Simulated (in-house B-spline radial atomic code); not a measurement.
Configurations of Ni⁴⁺, with energies counted from [Ar] (3d3/2)4 (3d5/2)2. Level of theory: Dirac-Hartree-Fock, average of each configuration as written, Fermi nucleus of rms radius 3.7757 fm; calculated with a B-spline radial code for spherical atoms. Energies include first-order Breit, QED and recoil terms.

Occupations are held fixed; configurations that lie above the ionisation limit could autoionise.

```csv
configuration,E - E(ref) (eV),highest orbital,its <r> (bohr)
[Ar] (3d3/2)1 (3d5/2)5,0.93512,3d3/2,0.8333
[Ar] (3d3/2)2 (3d5/2)4,1.1343,3d5/2,0.8347
[Ar] (3d3/2)4 (3d5/2)1 (5g7/2)1,63.946,5g7/2,5.495
[Ar] (3d3/2)4 (3d5/2)1 (7g9/2)1,70.612,7g9/2,12.69
[Ne] 3s2 (3p1/2)2 (3p3/2)3 (3d5/2)6 (6p1/2)1,135.7,6p1/2,6.786
[Ne] 3s2 (3p1/2)2 (3p3/2)3 (3d3/2)1 (3d5/2)5 (6f7/2)1,140.38,6f7/2,9.365
```

Problem. Order these further configurations by energy, lowest first.
A. [Ne] 3s2 (3p1/2)2 (3p3/2)3 (3d3/2)4 (3d5/2)2 6s1
B. [Ar] (3d5/2)5 (6g9/2)1
C. [Ar] (3d5/2)5 (6p3/2)1
D. [Ne] 3s2 (3p1/2)1 (3p3/2)4 (3d5/2)6 (6g9/2)1
E. [Ar] (3d3/2)3 (3d5/2)2 (7f5/2)1

Solution. C (63.956 eV), B (69.197 eV), E (71.592 eV), A (129.04 eV), D (134.88 eV).

Problem. How far above the reference does [Ne] 3s2 (3p1/2)2 (3p3/2)3 (3d3/2)3 (3d5/2)3 (4f5/2)1 lie?

Solution. 125.95 eV; its least bound orbital is 4f5/2 with <r> = 3.48 bohr.

Problem. How far above the reference does [Ne] 3s2 (3p1/2)1 (3p3/2)4 (3d3/2)4 (3d5/2)3 lie?

Solution. 74.896 eV; its least bound orbital is 3d3/2 with <r> = 0.8341 bohr.
